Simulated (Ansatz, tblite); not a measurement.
(ZrO2)n: E(high spin) − E(low spin) (eV) at several levels, gas phase, relaxed structures; Ansatz, xTB through tblite. Each state is relaxed at the level in the geometry column; the other columns are single points. Clusters are the lowest isomers that short searches found in that spin, judged at the geometry's level. Core potentials for Zr in the def2 sets, no spin–orbit coupling. xTB has no spin-polarisation term. Singlets are spin-restricted. The structures are stationary points that may keep the symmetry of their start.

```csv
species,state,geometry,GFN1-xTB,GFN2-xTB,PBE-D4/def2-TZVP,revPBE-D4/def2-TZVP,r2SCAN-D4/def2-TZVP,PBE0-D4/def2-TZVP
Zr3O6,quintet − singlet,PBE-D4/def2-SVP,7.33,6.47,5.59,5.48,5.09,5.03
Zr4O8,quintet − singlet,PBE-D4/def2-SVP,6.64,7.09,6.11,6.00,5.96,5.98
```

Question: Estimate the rows for ZrO2 (quintet − singlet, PBE0-D4/def2-TZVP geometry).

Answer: 
| species | state | geometry | GFN1-xTB | GFN2-xTB | PBE-D4/def2-TZVP | revPBE-D4/def2-TZVP | r2SCAN-D4/def2-TZVP | PBE0-D4/def2-TZVP |
| --- | --- | --- | --- | --- | --- | --- | --- | --- |
| ZrO2 | quintet − singlet | PBE0-D4/def2-TZVP | 8.34 | 7.09 | 5.83 | 5.68 | 5.30 | 5.26 |

Over the 3 species that have every level, the mean is 7.44 at GFN1-xTB, 6.88 at GFN2-xTB, 5.84 at PBE-D4/def2-TZVP, 5.72 at revPBE-D4/def2-TZVP, 5.45 at r2SCAN-D4/def2-TZVP, 5.42 at PBE0-D4/def2-TZVP.
